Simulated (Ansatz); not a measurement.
Reaction (substitution at a C–C bond): `C=C(CCl)[SiH2]F` + H₂Se → `C=C([SeH])[SiH2]F` + `CCl`

Calculated with Ansatz (gas phase, PBE0-D4/def2-TZVP geometries, no zero-point term in ΔE). CCSD(T)/CBS is the MP2 limit (def2-TZVPP, def2-QZVPP) plus CCSD(T) − MP2 in def2-TZVPP, frozen cores. This one scheme is used for every species. Functionals use def2-TZVPP. B3LYP here is the variant with VWN-RPA as its local correlation; programs differ in this. For Se outer-core shells are correlated without core-valence functions, which leaves a few kJ/mol of doubt a bond. Scalar relativity is left out up to krypton. One conformer a species, not always the lowest.

```json
{"level": "PBE-D4", "ΔE (kJ/mol)": "-1.2", "difference from CCSD(T)/CBS": "-3.8"}
{"level": "r2SCAN-D4", "ΔE (kJ/mol)": "1.0", "difference from CCSD(T)/CBS": "-1.6"}
{"level": "PBE0-D4", "ΔE (kJ/mol)": "2.4", "difference from CCSD(T)/CBS": "-0.2"}
{"level": "B3LYP-D4", "ΔE (kJ/mol)": "1.8", "difference from CCSD(T)/CBS": "-0.8"}
{"level": "ωB97X-V", "ΔE (kJ/mol)": "6.1", "difference from CCSD(T)/CBS": "3.5"}
{"level": "ωB97M-V", "ΔE (kJ/mol)": "6.4", "difference from CCSD(T)/CBS": "3.8"}
{"level": "B2PLYP", "ΔE (kJ/mol)": "-0.1", "difference from CCSD(T)/CBS": "-2.7"}
{"level": "PBE", "ΔE (kJ/mol)": "-2.8", "difference from CCSD(T)/CBS": "-5.4"}
{"level": "B3LYP", "ΔE (kJ/mol)": "-0.3", "difference from CCSD(T)/CBS": "-2.9"}
{"level": "HF/def2-TZVPP", "ΔE (kJ/mol)": "6.8", "difference from CCSD(T)/CBS": "4.2"}
{"level": "MP2/def2-TZVPP", "ΔE (kJ/mol)": "-0.8", "difference from CCSD(T)/CBS": "-3.4"}
{"level": "SCS-MP2/def2-TZVPP", "ΔE (kJ/mol)": "-0.2", "difference from CCSD(T)/CBS": "-2.8"}
{"level": "CCSD(T)/def2-TZVPP", "ΔE (kJ/mol)": "2.8", "difference from CCSD(T)/CBS": "0.2"}
{"level": "SCS-MP2/def2-QZVPP", "ΔE (kJ/mol)": "-0.5", "difference from CCSD(T)/CBS": "-3.1"}
{"level": "HF/CBS(def2)", "ΔE (kJ/mol)": "6.3", "difference from CCSD(T)/CBS": "3.7"}
{"level": "MP2/CBS(def2)", "ΔE (kJ/mol)": "-1.1", "difference from CCSD(T)/CBS": "-3.7"}
{"level": "CCSD(T)/CBS", "ΔE (kJ/mol)": "2.6", "difference from CCSD(T)/CBS": "0"}
```

Largest T1 diagnostic among the species: 0.011.

From PBE to PBE0 (25 % exact exchange), in def2-TZVPP and without D4, ΔE moves by +3.7 kJ/mol. In def2-TZVPP, CCSD(T) changes the Hartree–Fock value by −4.0 kJ/mol (the triples alone add −1.2 kJ/mol) and MP2 by −7.7 kJ/mol.
